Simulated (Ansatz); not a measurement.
Consider the cleavage of the Si–Al bond: `[SiH3][CH2][AlH][SiH3]` + `CBS` → `CBS[SiH3]` + `[AlH2][CH2][SiH3]`.

Calculated with Ansatz (gas phase, PBE0-D4/def2-TZVP geometries, no zero-point term in ΔE). CCSD(T)/CBS is the MP2 limit (def2-TZVPP, def2-QZVPP) plus CCSD(T) − MP2 in def2-TZVPP, frozen cores. DFT in def2-TZVPP. B3LYP here is the variant with VWN-RPA as its local correlation; programs differ in this. Each species was taken in one conformer, which may not be the lowest.

```json
{"level": "B3LYP-D4", "ΔE (kcal/mol)": "-10.8"}
{"level": "ωB97M-V", "ΔE (kcal/mol)": "-12.2"}
{"level": "MP2/def2-TZVPP", "ΔE (kcal/mol)": "-13.3"}
{"level": "CCSD/def2-TZVPP", "ΔE (kcal/mol)": "-10.3"}
{"level": "CCSD(T)/def2-TZVPP", "ΔE (kcal/mol)": "-10.4"}
{"level": "HF/def2-QZVPP", "ΔE (kcal/mol)": "-12.8"}
{"level": "HF/CBS(def2)", "ΔE (kcal/mol)": "-12.8"}
{"level": "MP2/CBS(def2)", "ΔE (kcal/mol)": "-14.2"}
```

(1) What does CCSD(T)/CBS give? (Best estimate.)

Largest T1 diagnostic among the species: 0.013.

## Answers

(1) The calculation gave: -11.3 kcal/mol. The listed levels differ from it by 0.5, -0.9, -2.0, 1.0, 0.9, -1.5, -1.5, -2.9 kcal/mol.

The D4 term adds −0.9 kcal/mol with B3LYP and −0.4 kcal/mol with PBE0; it sums over pairs of atoms, weighted by their polarisabilities, and B3LYP, whose exchange is more repulsive, gets the larger term. From PBE to PBE0 (25 % exact exchange), in def2-TZVPP and without D4, ΔE moves by −1.1 kcal/mol.
